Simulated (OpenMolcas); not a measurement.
Mo5+ (d1) among equal point charges was computed by CASSCF with the d shell active (OpenMolcas, ANO-RCC-VDZP on the metal). Its lowest spin-free states, and all those of the highest spin:

| 2S+1 | Degeneracy | E (cm-1) |
| --- | --- | --- |
| 2 | 1 | 0.0 |
| 2 | 2 | 671.3 |
| 2 | 2 | 5407 |

Question: Is the site octahedral, tetrahedral or cube-like, axial, or of lower symmetry?

Answer: The states with 2S+1 = 2 have orbital degeneracies 1, 2, 2. There are pairs but no triples, so the site is axial: not cubic, but with a proper or improper axis of order three or more. The run had Mo5+ among 3 point charges of -0.98 e arranged as a planar triangle (D3h), 2.2 Å from the ion.

Spin-orbit coupling mixes the spin-free states strongly: the lowest level takes only 53 % from its leading state, 2A1. This is an electrostatic model: the charges have no orbitals. No measured value stands beside these numbers.
